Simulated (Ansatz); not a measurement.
Start from `[OH][GeH2][SiH2][SiH3]` and change one atom or group to get `[OH][GeH2][SiH2]S`.

Ansatz, PBE0-D4/def2-TZVP geometries, multiplicity 1. Each molecule was computed in one conformer, which needn't be the lowest.

Scalar relativity is left out up to krypton.

```csv
property,`[OH][GeH2][SiH2][SiH3]`
HOMO–LUMO gap (PBE0/def2-TZVPP) / eV,7.06
LUMO energy (PBE0/def2-TZVPP) / eV,-0.63
LUMO energy (B3LYP/def2-TZVPP) / eV,-0.83
HOMO energy (ωB97M-V/def2-TZVPP) / eV,-9.73
HOMO–LUMO gap (B3LYP/def2-TZVPP) / eV,6.65
HOMO energy (B3LYP/def2-TZVPP) / eV,-7.48
```

Task: Give the same properties after the change, and the shifts. (Estimate.)

Result: Ansatz gave: 
```json
{"property": "HOMO–LUMO gap (PBE0/def2-TZVPP) / eV", "`[OH][GeH2][SiH2]S`": "6.57", "shift": "-0.49"}
{"property": "LUMO energy (PBE0/def2-TZVPP) / eV", "`[OH][GeH2][SiH2]S`": "-0.72", "shift": "-0.09"}
{"property": "LUMO energy (B3LYP/def2-TZVPP) / eV", "`[OH][GeH2][SiH2]S`": "-0.93", "shift": "-0.10"}
{"property": "HOMO energy (ωB97M-V/def2-TZVPP) / eV", "`[OH][GeH2][SiH2]S`": "-9.43", "shift": "0.30"}
{"property": "HOMO–LUMO gap (B3LYP/def2-TZVPP) / eV", "`[OH][GeH2][SiH2]S`": "6.13", "shift": "-0.52"}
{"property": "HOMO energy (B3LYP/def2-TZVPP) / eV", "`[OH][GeH2][SiH2]S`": "-7.06", "shift": "0.42"}
```

With PBE0 the HOMO rises by 0.40 eV and the LUMO falls by 0.09 eV, so the gap narrows by about 0.49 eV. PBE moves the HOMO by 0.33 eV and ωB97M-V by 0.30 eV.

B3LYP here is the variant with VWN-RPA as its local correlation; programs differ in this.
